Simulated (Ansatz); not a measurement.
Frontier orbitals of F2H2HfO2, SMILES `[OH][Hf]([OH])([F])[F]`.

Cartesian coordinates in Å:
```
O -0.666 -1.362 -0.755
Hf 0.444 -0.083 0.131
O -0.461 1.574 0.424
F 0.998 -0.800 1.818
F 2.003 0.235 -0.934
H -1.307 -1.909 -1.196
H -1.011 2.344 0.514
```

The species carries charge 0 and has multiplicity 1. Correlated methods include outer-core shells of Hf, which these sets cover unevenly. Hf: def2 effective core potential. All single points use the PBE0-D4/def2-TZVP geometry. It is one conformer, not always the lowest. Basis def2-TZVPP, the Gaussian-basis code of Ansatz.

Orbital energies of one run (eV). Highest occupied ones, from the top: -7.75, -7.86, -7.99, -8.22, -9.04, -9.30, -9.61, -9.64, -10.09, -10.12, -12.42, -12.79, -24.08, -24.27. Empty: -0.97, -0.20, -0.11, 0.04, 0.24, 0.67.

Task: Which functional gave them?
A. revPBE
B. B97M-V
C. ωB97M-V
D. r2SCAN0

Result: A. HOMO energies: revPBE -7.75, ωB97M-V -12.03, r2SCAN0 -9.87, B97M-V -8.28 eV.
